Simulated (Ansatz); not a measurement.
Ansatz results at the PBE0-D4/def2-TZVP geometry: LUMO energy (B3LYP/def2-TZVPP) 0.31 eV; HOMO energy (B3LYP/def2-TZVPP) -8.15 eV; size of the dipole moment (PBE/def2-TZVPP) 1.18 D.

Each molecule was computed in one conformer, which needn't be the lowest.

Question: Which molecule gave them?
A. `FB(Cl)OC(F)(F)F`
B. `CCB(O)OC`
C. `NB(F)Cl`
D. `CC(C)B(O)O`

Answer: D. The others give `NB(F)Cl`: 0.32, -8.31, 2.77; `CCB(O)OC`: 0.55, -8.18, 1.59; `FB(Cl)OC(F)(F)F`: -0.70, -9.69, 0.45.

B3LYP here is the variant with VWN-RPA as its local correlation; programs differ in this.
